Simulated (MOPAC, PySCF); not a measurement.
C₄H₄, SMILES `C1=CC=C1`, neutral singlet in the gas phase. 

Cartesian coordinates (Å):
SMILES: C1C=CC=1
```xyz
8

C     -0.9961     0.0728    -0.2343
C     -0.4082    -0.3215     0.8845
C      0.9961    -0.0722     0.2346
C      0.4082     0.3209    -0.8847
H     -2.0183     0.1787    -0.5622
H     -0.7532    -0.6696     1.8455
H      2.0183    -0.1776     0.5626
H      0.7533     0.6685    -1.8459
```
Charge 0, spin multiplicity 1.

All levels are single points at this geometry (CAM-B3LYP-D3(BJ)/def2-TZVP); Pople sets use spherical d functions. Orbital energies aren't observables, and empty levels follow the basis.

M06-2X/6-31G* in PySCF gives dipole (D) = 0.00.

Q: Estimate the dipole (D) from each of these levels: CAM-B3LYP-D3(BJ)/def2-TZVP in PySCF; TPSSh-D3(BJ)/def2-TZVP in PySCF; BP86/6-31G* in PySCF; AM1 in MOPAC; PM6 in MOPAC.

A: 
```csv
level,dipole (D)
CAM-B3LYP-D3(BJ)/def2-TZVP in PySCF,0.00
TPSSh-D3(BJ)/def2-TZVP in PySCF,0.00
BP86/6-31G* in PySCF,0.00
AM1 in MOPAC,0.00
PM6 in MOPAC,0.00
```
